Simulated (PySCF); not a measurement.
C2H10O2Si2, SMILES CC([SiH2]O)[SiH2]O. Coordinates come from a PBE-D3(BJ)/def2-SVP optimisation. This is a generated structure with no PubChem entry under its InChIKey; it may be hypothetical. The values are those of a single conformer.

### Question
Give the equilibrium geometry at PBE-D3(BJ)/def2-SVP (PySCF confirms it by a frequency run) as Cartesian coordinates in Å. (An estimate is asked for; the answer gives what the named calculation found.)

### Answer
One answer among several that fit: 
```xyz
16

C     -0.1899     0.1698     1.9847
C      0.0284    -0.5278     0.6249
Si     1.2450     0.4455    -0.4583
O      2.7437     0.6343     0.3002
Si    -1.5671    -0.8479    -0.3470
O     -1.9302     0.4459    -1.3738
H      0.7725     0.3585     2.5042
H     -0.8313    -0.4293     2.6638
H     -0.6818     1.1582     1.8593
H      0.4851    -1.5344     0.7807
H      0.7579     1.8523    -0.6371
H      1.3880    -0.2489    -1.7895
H      3.2561    -0.1867     0.3978
H     -1.4045    -2.0186    -1.2691
H     -2.6931    -1.1122     0.6271
H     -2.0771     1.2998    -0.9316
```
Charge 0, spin multiplicity 1.
